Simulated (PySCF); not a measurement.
C₂H₆AsGa.
SMILES with atom numbers: `[CH:1]#[C:2][GaH2-:3][AsH3+:4]` (hydrogens: H5 on C1; H6, H7 on Ga3; H8, H9, H10 on As4)

Theory: PySCF, PBE0-D3(BJ)/def2-SVP geometry optimisation, gas phase.

(1) What internal coordinates does the optimisation give?

## Answers

(1) 
```
                   bond  length (bohr)   order
                  C1≡C2          2.308  triple
                 C2–Ga3          3.677  single
                Ga3–As4          4.983  single
                  C1–H5          2.033  single
         Ga3–H6, Ga3–H7          2.964  single
As4–H8, As4–H9, As4–H10          2.856  single
```

Bonds in one row agree within 0.02 bohr and their mean is given. Orders are formal, as drawn. A selection of angles:
```
      angle  degrees
   C2–C1–H5    179.0
  C1–C2–Ga3    176.6
 C2–Ga3–As4     88.8
  C2–Ga3–H6    117.1
 As4–Ga3–H6     99.9
  H6–Ga3–H7    122.5
 Ga3–As4–H8    116.1
Ga3–As4–H10    127.5
  H8–As4–H9     97.5
```

Ga3 (gallium bonded to As, C and 2 H) has angles from 88.8° to 122.5°. As4 (arsenic bonded to Ga and 3 H) has angles from 97.5° to 127.5°. The 4 heavy atoms lie in one plane (0.000 Å rms).

Point group: Cs (tolerance 0.08 Å). PBE0-D3(BJ)/def2-SVP frequencies: not computed here.
